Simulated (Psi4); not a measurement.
C7H5N, charge -1, doublet (typed; the unrestricted solution is spin-contaminated), at a GFN2-xTB geometry (a state made from the parent by changing its charge; the spin is typed, not shown lowest) (a gas-phase anion, which may not be bound at this level). Base run: Psi4 with HF/STO-3G.

Psi4 was given this input:
```
memory 2 GB

molecule mol {
-1 2
  N     3.144770    0.559628    0.021020
  C     1.988361    0.353839    0.013291
  C     0.639637    0.113827    0.004275
  C    -0.316437    1.183381    0.092675
  C    -1.655097    0.929425    0.082524
  C    -2.153095   -0.383154   -0.014392
  C    -1.231655   -1.443138   -0.101819
  C     0.112449   -1.219682   -0.094038
  H     0.055633    2.200508    0.167871
  H    -2.360355    1.755367    0.150559
  H    -3.219392   -0.572907   -0.021519
  H    -1.607749   -2.461512   -0.177083
  H     0.813498   -2.045841   -0.162061
}

set basis sto-3g
set reference uhf

energy('scf')
print_variables()
```

The base run was repeated with changes; each row names its change, and settings that it needs were set with it.

| change | ΔE vs base (eV) | point group used | SCF cycles |
|---|---|---|---|
| base | 0.00 | c1 | 19 |
| molecule keys = symmetry c1, no_reorient, no_com | 0.00 | c1 | 19 |
| molecule keys = symmetry c1 | 0.00 | c1 | 19 |
| molecule keys = no_reorient | 0.00 | c1 | 19 |
| jitter_ang = 0.002 | 0.01 | c1 | 19 |

Open shells are given as the SCF converged; they aren't shown to be the lowest states, and a large step between rows can be another state.

A gas-phase anion may not be bound at this level; its values then depend on the basis.
